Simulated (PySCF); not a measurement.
Gas-phase XPS of Al(NH2)3, computed

Species: Al(NH2)3.
Cartesian coordinates in Å at the PBE0-D3(BJ)/def2-SVP level; atoms count from 1:
```xyz
10
AlH6N3 angstrom
Al     0.0111   -0.0068    0.0020
N      1.7889   -0.0248   -0.0187
H      2.3630   -0.8580   -0.0582
H      2.3828    0.7949    0.0010
N     -0.8620    1.5417   -0.0020
H     -1.8679    1.6472    0.0432
H     -0.4287    2.4550   -0.0618
N     -0.8912   -1.5386    0.0311
H     -0.4720   -2.4596    0.0690
H     -1.8992   -1.6278   -0.0012
```

Method: delta-SCF UKS SCAN, pcX-2 on the ionised atom, pcseg-1 elsewhere, spin-free X2C (PySCF). These are vertical core ionisation energies against the vacuum level, from separate self-consistent calculations with and without the core hole.

Q: Give the core binding energies atom by atom.

A: 
```json
{"atom(s)": "Al1", "environment": "aluminium bonded to 3 N", "level": "Al 1s", "binding energy (eV)": "1566.14", "count": "1"}
{"atom(s)": "N2/N5/N8", "environment": "nitrogen bonded to Al and 2 H", "level": "N 1s", "binding energy (eV)": "403.90", "count": "3"}
```

Q: Which photon energy gives electrons from N 1s of N2 (atom 2)/N5/N8 a kinetic energy of 200 eV, and what is their de Broglie wavelength?

A: hν = 403.90 + 200 = 603.90 eV, recoil neglected; λ = 12.264 Å/√(E/eV) = 0.87 Å.

The first atom of each set that the bonding makes equivalent was ionised and stands for the set. Geometry: PBE0-D3(BJ)/def2-SVP; no solvent, vibrations or thermal averaging.
